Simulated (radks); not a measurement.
Spin polarisation of the 5p1 shell in neutral indium. Start: [Kr] 4d10 5s2 5p(up 0.5, down 0.5); electrons of 5p are moved from spin down to spin up, other shells keep equal spins. All-electron calculation, scalar-relativistic Kohn-Sham, PBE, spin-polarised, spherical densities, finite nucleus; Fermi nuclear charge, rms radius of each element as measured or else 0.836 A^(1/3) + 0.57 fm. Program: a radial shooting solver on a logarithmic mesh with Libxc functionals.

| moment (Bohr magnetons) | E - E(0) (eV) | e(5p up) (eV) | e(5p down) (eV) | 5s down minus up (eV) | 4d down minus up (eV) |
|---|---|---|---|---|---|
| 0 | 0.000 | -2.519 | -2.519 | 0.000 | 0.000 |
| 0.25 | -0.010 | -2.594 | -2.436 | 0.144 | 0.018 |
| 0.5 | -0.039 | -2.662 | -2.346 | 0.287 | 0.037 |
| 0.75 | -0.089 | -2.723 | -2.245 | 0.431 | 0.055 |
| 1 | -0.160 | -2.779 | -2.121 | 0.576 | 0.074 |

At moment 1 the spin-polarisation energy is -0.160 eV and the 5p exchange splitting 0.658 eV, that is 0.658 eV per Bohr magneton; E = -I m^2/4 would give I = 0.638 eV.
